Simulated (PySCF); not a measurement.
Species: TaS(CH2SiH3)3, C3H15SSi3Ta (singlet state).
Structure used (PBE0-D3(BJ)/def2-SVP), in Å, numbered top down from 1:
```xyz
23
C3H15SSi3Ta angstrom
Ta    -0.0118    0.0135   -0.0212
S      0.2292    0.2266    2.1162
C      1.9399   -0.2161   -0.8411
Si     3.2487    0.8984   -0.0678
H      2.2409   -1.2722   -0.6965
H      1.8661   -0.0292   -1.9321
H      2.6973    2.2776    0.1208
H      3.6624    0.3489    1.2545
H      4.4511    1.0175   -0.9534
C     -0.9765    1.7788   -0.7226
Si    -2.3995    2.3813    0.3572
H     -0.2167    2.5825   -0.7817
H     -1.3359    1.5737   -1.7517
H     -3.2632    1.2248    0.7564
H     -1.8667    3.0406    1.5831
H     -3.2700    3.3498   -0.3847
C     -1.2020   -1.7230   -0.3354
Si    -0.7386   -3.2039    0.7362
H     -2.2545   -1.4527   -0.1201
H     -1.1337   -1.9857   -1.4110
H      0.7504   -3.3487    0.7954
H     -1.2700   -3.0190    2.1163
H     -1.2896   -4.4739    0.1618
```

The calculation used PBE0-D3(BJ)/def2-SVP geometry optimisation, gas phase, def2 core potentials past Kr (PySCF).

**Question.** Which atoms are bound to Ta1, and at what distances?

**Answer.** 4 atoms: C17 2.128 Å, C3 2.129 Å, C10 2.130 Å, S2 2.161 Å. The nearest atom not counted as bound is H6, at 2.68 Å (others tie with it).

**Question.** List the angles at Ta1.

**Answer.** 
```json
{"angle": "C3–Ta1–C10", "degrees": "112.2", "distance of the outer atoms (Å)": "3.54"}
{"angle": "C10–Ta1–C17", "degrees": "112.0", "distance of the outer atoms (Å)": "3.53"}
{"angle": "C3–Ta1–C17", "degrees": "111.6", "distance of the outer atoms (Å)": "3.52"}
{"angle": "S2–Ta1–C10", "degrees": "107.1", "distance of the outer atoms (Å)": "3.45"}
{"angle": "S2–Ta1–C3", "degrees": "106.8", "distance of the outer atoms (Å)": "3.45"}
{"angle": "S2–Ta1–C17", "degrees": "106.8", "distance of the outer atoms (Å)": "3.44"}
```

**Question.** What is the shape at Ta1?

**Answer.** Tetrahedral: angles from 106.8° to 112.2°; τ4 = (360° − α − β)/141° = 0.96 with α and β the two widest (0 for a square, 1 for a tetrahedron).

**Question.** What are the other bond lengths?

**Answer.** C3–Si4, C10–Si11, C17–Si18 1.885 Å; C3–H5 and 5 like bonds 1.108 Å; Si4–H7 and 8 like bonds 1.495 Å.

**Question.** Give some angles away from the centre.

**Answer.** Ta1–C3–Si4 114.5°, Ta1–C10–Si11 114.7°.

Point group: near C3, missed by 0.14 Å at most; the miss may be what the optimiser left on a soft mode. Charge 0, singlet. Stationary, but not proved a minimum.

On one thread of an Arm Neoverse V1, shared host with 32 logical CPUs at a one-minute load of 30, this took 25 min wall and 1.2 GiB of memory at its peak. These figures are those of the optimisation.
